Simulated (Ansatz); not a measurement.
Isolated molecules relaxed with PBE0-D4/def2-TZVP in Ansatz; ΔE leaves out vibrations. CCSD(T)/CBS is the MP2 limit (def2-TZVPP, def2-QZVPP) plus CCSD(T) − MP2 in def2-TZVPP, frozen cores. This one scheme is used for every species. DFT in def2-TZVPP. B3LYP here is the variant with VWN-RPA as its local correlation; programs differ in this. Each species was taken in one conformer, which may not be the lowest.

Reaction (cleavage of the P–Si bond): `P[SiH]1CS1` + `C[SiH2]O` → `C[SiH2]OP` + `C1[SiH2]S1`

**Question.** Is it downhill or uphill in electronic energy at CCSD(T)/CBS, and by how much? (An estimate is asked.)

**Answer.** Computed: Uphill: ΔE = +38.3 kJ/mol.

**Question.** What do these levels give: PBE-D4, PBE0-D4, B3LYP-D4, B3LYP, SCS-MP2/def2-TZVPP, CCSD(T)/def2-TZVPP? (An estimate is asked.)

**Answer.** Computed: PBE-D4 51.3, PBE0-D4 48.2, B3LYP-D4 32.7, B3LYP 31.3, SCS-MP2/def2-TZVPP 30.9, CCSD(T)/def2-TZVPP 37.5 kJ/mol.

Largest T1 diagnostic among the species: 0.013.

From PBE to PBE0 (25 % exact exchange), in def2-TZVPP and without D4, ΔE moves by −3.1 kJ/mol. In def2-TZVPP, CCSD(T) changes the Hartree–Fock value by +25.2 kJ/mol (the triples alone add +4.0 kJ/mol) and MP2 by +28.6 kJ/mol.
